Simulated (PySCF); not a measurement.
Isomers of C6H6F4O2, mass 186.030 u with the commonest isotopes. Level of theory: PBE0/pcSseg-1 in PySCF (dipole) on a GFN2-xTB geometry, gas phase. One conformer each, none proved a minimum here; rigid rotors.

Question: Order these by rotational constant B, smallest first.
A. `F[C@@H]1OC[C@]12CO[C@@H]2C(F)(F)F`
B. `[CH3:1][O:2][C:3](=[O:4])/[CH:5]=[CH:6]\[C@H:7]([F:8])[C:9]([F:10])([F:11])[F:12]` with C1–O2–C3–O4 -1°, O2–C3–C5–C6 -177°, C5–C6–C7–F8 -155°
C. `[CH3:1][C:2](=[O:3])[O:4]/[CH:5]=[C:6](/[F:7])[CH2:8][C:9]([F:10])([F:11])[F:12]` with C1–C2–O4–C5 -178°, C2–O4–C5–C6 177°, C5–C6–C8–C9 -84°

Answer: B (525.9 MHz), C (541.4 MHz), A (739.4 MHz).

Question: Order these by rotational constant A, smallest first.
A. `[CH3:1][O:2][C:3](=[O:4])/[CH:5]=[CH:6]\[C@H:7]([F:8])[C:9]([F:10])([F:11])[F:12]` with C1–O2–C3–O4 -1°, O2–C3–C5–C6 -177°, C5–C6–C7–F8 -155°
B. `[CH3:1][C:2](=[O:3])[O:4]/[CH:5]=[C:6](/[F:7])[CH2:8][C:9]([F:10])([F:11])[F:12]` with C1–C2–O4–C5 -178°, C2–O4–C5–C6 177°, C5–C6–C8–C9 -84°
C. `F[C@@H]1OC[C@]12CO[C@@H]2C(F)(F)F`

Answer: B (1430 MHz), C (1510 MHz), A (1797 MHz).

Question: Order these by out-of-plane moment Σ m c² = (Ia + Ib − Ic)/2, largest first.
A. `F[C@@H]1OC[C@]12CO[C@@H]2C(F)(F)F`
B. `[CH3:1][C:2](=[O:3])[O:4]/[CH:5]=[C:6](/[F:7])[CH2:8][C:9]([F:10])([F:11])[F:12]` with C1–C2–O4–C5 -178°, C2–O4–C5–C6 177°, C5–C6–C8–C9 -84°
C. `[CH3:1][O:2][C:3](=[O:4])/[CH:5]=[CH:6]\[C@H:7]([F:8])[C:9]([F:10])([F:11])[F:12]` with C1–O2–C3–O4 -1°, O2–C3–C5–C6 -177°, C5–C6–C7–F8 -155°

Answer: A (136.72 u·Å²), C (98.37 u·Å²), B (61.42 u·Å²).

```tsv
SMILES	point group	Ia (u·Å²)	Ib (u·Å²)	Ic (u·Å²)	κ	μa (D)	μb (D)	μc (D)
COC(=O)/C=C\[C@H](F)C(F)(F)F	C1	281.27	960.91	1045.43	-0.94	3.51	1.04	0.93
CC(=O)O/C=C(/F)CC(F)(F)F	C1	353.52	933.46	1164.13	-0.78	0.69	1.55	2.46
F[C@@H]1OC[C@]12CO[C@@H]2C(F)(F)F	C1	334.68	683.48	744.72	-0.85	0.82	1.47	1.98
```
